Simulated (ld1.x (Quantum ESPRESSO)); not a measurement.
# How hard is this O PAW potential?

O (Z = 8), PAW, made with ld1.x (Quantum ESPRESSO) 7.5 (LDA (PZ), scalar-relativistic). Core [He], reference 2s1.75 2p4.25. Waves: 2s (bound): rcut 0.85, rcutus 0.90 bohr; 2s channel at -0.95 Ry: rcut 0.85, rcutus 0.90 bohr; 2p (bound): rcut 1.45, rcutus 1.85 bohr; 2p channel at 0.8 Ry: rcut 1.45, rcutus 1.85 bohr. Local part: all-electron potential smoothed inside 1.25 bohr (lloc = -1). Core correction: Bessel-smoothed model core inside 0.65 bohr. Augmentation charge: BESSEL, radius 0.95 bohr.

The pseudo-atom Hamiltonian at the reference potential is diagonalised in spherical Bessel functions j_l(qr) that vanish at 20 bohr, with q² up to the cutoff. All-electron valence levels (Ry): 2s -1.7544, 2p -0.6836.

Task: How do the lowest levels (Ry) of each channel move with the cutoff, and are there ghosts?

Result:

| cutoff (Ry) | s #1 | p #1 | d #1 | d #2 | f #1 | f #2 | Σ f·Δε (mRy) |
| --- | --- | --- | --- | --- | --- | --- | --- |
| 8 | -1.6816 | -0.5772 | 0.0797 | 0.1896 | 0.1208 | 0.2634 | 579.5 |
| 12 | -1.7409 | -0.6568 | 0.0797 | 0.1896 | 0.1208 | 0.2634 | 137.5 |
| 15 | -1.7495 | -0.6760 | 0.0797 | 0.1896 | 0.1208 | 0.2634 | 41.0 |
| 21 | -1.7534 | -0.6828 | 0.0797 | 0.1896 | 0.1208 | 0.2634 | 5.4 |
| 25 | -1.7534 | -0.6834 | 0.0797 | 0.1896 | 0.1208 | 0.2634 | 2.8 |
| 35 | -1.7539 | -0.6835 | 0.0797 | 0.1896 | 0.1208 | 0.2634 | 1.5 |
| 40 | -1.7541 | -0.6836 | 0.0797 | 0.1896 | 0.1208 | 0.2634 | 0.8 |
| 50 | -1.7542 | -0.6836 | 0.0797 | 0.1896 | 0.1208 | 0.2634 | 0.6 |
| 400 | -1.7545 | -0.6836 | 0.0797 | 0.1896 | 0.1208 | 0.2634 | 0.0 |

Result: no extra level below or beside the all-electron valence levels (s, p, d, f tested); 10 mRy is reached at 21 Ry and 1 mRy at 40 Ry.

Its largest configuration-test error is +627 meV.
